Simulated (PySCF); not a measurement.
Simulated outer-valence photoelectron spectrum of `[PH3+][BH2-]CCl`. Theory: EOM-IP-CCSD/aug-cc-pVDZ in PySCF, restricted Hartree–Fock reference, frozen core, non-relativistic, gas phase, PBE0-D3(BJ)/def2-SVP geometry.

Each root has a Gaussian of 0.8 eV full width with its one-hole share as area; cross sections and vibrations are left out, and the highest printed point is 100.

```json
{"ionisation energy (eV)": "8.8", "intensity": "0"}
{"ionisation energy (eV)": "9.0", "intensity": "1"}
{"ionisation energy (eV)": "9.2", "intensity": "4"}
{"ionisation energy (eV)": "9.4", "intensity": "12"}
{"ionisation energy (eV)": "9.6", "intensity": "29"}
{"ionisation energy (eV)": "9.8", "intensity": "49"}
{"ionisation energy (eV)": "10.0", "intensity": "65"}
{"ionisation energy (eV)": "10.2", "intensity": "74"}
{"ionisation energy (eV)": "10.4", "intensity": "77"}
{"ionisation energy (eV)": "10.6", "intensity": "82"}
{"ionisation energy (eV)": "10.8", "intensity": "91"}
{"ionisation energy (eV)": "11.0", "intensity": "100"}
{"ionisation energy (eV)": "11.2", "intensity": "94"}
{"ionisation energy (eV)": "11.4", "intensity": "71"}
{"ionisation energy (eV)": "11.6", "intensity": "48"}
{"ionisation energy (eV)": "11.8", "intensity": "40"}
{"ionisation energy (eV)": "12.0", "intensity": "45"}
{"ionisation energy (eV)": "12.2", "intensity": "47"}
{"ionisation energy (eV)": "12.4", "intensity": "37"}
{"ionisation energy (eV)": "12.6", "intensity": "21"}
{"ionisation energy (eV)": "12.8", "intensity": "9"}
{"ionisation energy (eV)": "13.0", "intensity": "7"}
{"ionisation energy (eV)": "13.2", "intensity": "15"}
{"ionisation energy (eV)": "13.4", "intensity": "30"}
{"ionisation energy (eV)": "13.6", "intensity": "44"}
{"ionisation energy (eV)": "13.8", "intensity": "49"}
{"ionisation energy (eV)": "14.0", "intensity": "45"}
{"ionisation energy (eV)": "14.2", "intensity": "44"}
{"ionisation energy (eV)": "14.4", "intensity": "51"}
{"ionisation energy (eV)": "14.6", "intensity": "60"}
{"ionisation energy (eV)": "14.8", "intensity": "64"}
{"ionisation energy (eV)": "15.0", "intensity": "62"}
{"ionisation energy (eV)": "15.2", "intensity": "55"}
{"ionisation energy (eV)": "15.4", "intensity": "39"}
{"ionisation energy (eV)": "15.6", "intensity": "21"}
{"ionisation energy (eV)": "15.8", "intensity": "8"}
{"ionisation energy (eV)": "16.0", "intensity": "2"}
{"ionisation energy (eV)": "16.2", "intensity": "0"}
```

Task: Where are the maxima, and how many lines lie under the curve?

Result: 4 maxima, at 11.0, 12.1, 13.8 and 14.9 eV, from 8 lines. At this width some lines have no maximum of their own.

Task: List the lines with their holes.

Result: 
| E (eV) | leading hole (HF orbital) | area | Koopmans (eV) |
| --- | --- | --- | --- |
| 9.96 | HOMO | 0.95 | 10.93 |
| 10.47 | HOMO-1 | 0.96 | 11.32 |
| 11.04 | HOMO-2 | 0.95 | 11.88 |
| 11.21 | HOMO-3 | 0.95 | 11.92 |
| 12.17 | HOMO-4 | 0.95 | 13.31 |
| 13.73 | HOMO-5 | 0.95 | 14.63 |
| 14.58 | HOMO-6 | 0.94 | 15.69 |
| 15.17 | HOMO-7 | 0.94 | 16.10 |

The widest gap, 1.56 eV, lies between 12.17 and 13.73 eV. Only orbitals with −ε under 21 eV, eight at most, were ionised, so the high end of the curve may lack lines.

Conformer computed: `[PH3+:1][BH2-:2][CH2:3][Cl:4]`: P1–B2–C3–Cl4 47°.

One conformer stands for the species.
